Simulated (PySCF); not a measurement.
# Excitation energy of Fe⁺ by level of theory

Fe⁺ [Ar] 3d6 4s1 (6D) → Fe⁺ [Ar] 3d6 4p1 (high-spin determinant), as a difference of total energies. Calculation: PySCF 2.14, in x2c-TZVPPall; the spin-free X2C one-electron Hamiltonian (Gaussian nucleus). Correlated levels: valence and next inner shell: [Ne] frozen. The calculations carry no spin-orbit coupling.

```tsv
method	excitation energy (eV)
UHF	4.574
MP2 (valence and next inner shell)	4.909
SCS-MP2 (valence and next inner shell)	4.828
CCSD (valence and next inner shell)	4.860
CCSD(T) (valence and next inner shell)	4.863
```

Q: How much does correlation contribute at CCSD(T) (valence and next inner shell)?

A: 4.863 − (4.574) = 0.289 eV, measured against UHF.

A first-order spin-orbit estimate (lowest level to lowest level, LS coupling) adds 0.022 eV.

The basis was made for the ground configuration and has no added diffuse functions, so the excitation energy can come out too high.

The determinant of the upper state mixes LS terms, which raises its energy above the lowest term, most at the Hartree-Fock and MP2 levels.
